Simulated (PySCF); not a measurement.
# Löwdin shares of the frontier orbitals

Species: C7H8.
Atom-mapped SMILES: `[CH:1]#[C:2][C:3](=[CH2:4])[CH2:5][CH:6]=[CH2:7]` (hydrogens: H8 on C1; H9, H10 on C4; H11, H12 on C5; H13 on C6; H14, H15 on C7)

Computed, not measured: TDDFT wB97X-D/def2-SVPD, vertical, gas phase, core orbitals frozen in the response in PySCF. Geometry: GFN2-xTB, one conformer, isolated molecule. Torsions of this conformer, `[CH:1]#[C:2][C:3](=[CH2:4])[CH2:5][CH:6]=[CH2:7]`: C2–C3–C5–C6 68°, C3–C5–C6–C7 120°.

Kohn–Sham orbitals with the atoms that hold most of them (Löwdin shares over 4%, at most four atoms; ? is withheld):

| orbital | ε (eV) | atoms |
| --- | --- | --- |
| LUMO+2 | 2.44 | C1 16%, C4 16%, C7 12%, C6 11% |
| LUMO+1 | 2.21 | C7 28%, C6 26%, C1 7%, C2 6% |
| LUMO | 0.87 | C4 27%, C3 21%, C1 15%, C2 12% |
| HOMO | ? | ? |
| HOMO-1 | -9.45 | ? |
| HOMO-2 | -10.08 | C1 39%, C2 38% |
| HOMO-3 | -11.25 | C2 26%, C1 19%, C3 15%, C5 10% |

Task: Which atoms hold the HOMO, and with what shares?

Result: C4 (bonded to C and 2 H) 27%; C1 (bonded to C and H) 21%; C3 (bonded to 3 C) 20%; C2 (bonded to 2 C) 17%.

Task: Which atoms hold the HOMO-1, and with what shares?

Result: C7 (bonded to C and 2 H) 35%; C6 (bonded to 2 C and H) 32%; C5 (bonded to 2 C and 2 H) 8%; C1 (bonded to C and H) 4%.

Task: What is the HOMO energy, and the HOMO–LUMO gap?

Result: ε(HOMO) = -8.86 eV; the gap is 9.73 eV (0.3577 hartree).

Task: The HOMO–LUMO gap is 9.73 eV. Where does the response calculation put the lowest singlet, and from which orbitals?

Result: S1 is at 5.66 eV (f = 0.0055), 4.08 eV below the gap, made of HOMO-2→LUMO (71%), HOMO-1→LUMO (18%). Its leading pair isn't HOMO and LUMO; the energies of that pair differ by 10.95 eV. 

Task: One configuration dominates each of S1, S2 and S4. Which, and how do the shares of the two leading atoms of either orbital change from the occupied to the empty one?

Result: 
- S1 (5.66 eV, f 0.0055), HOMO-2→LUMO (71%): C1 39% → 15%, C2 38% → 12%, C4 at most 4% → 27%, C3 at most 4% → 21%
- S2 (5.77 eV, f 0.234), HOMO→LUMO (81%): C4 27% → 27%, C1 21% → 15%, C3 20% → 21%
- S4 (6.56 eV, f 0.054), HOMO-1→LUMO (72%): C7 35% → at most 13%, C6 32% → at most 13%, C4 at most 5% → 27%, C3 at most 5% → 21%

Löwdin shares depend on the basis, the more so with diffuse functions.

Hardware: an Arm Neoverse V1 with one thread, shared host. Cost: 33 s wall.
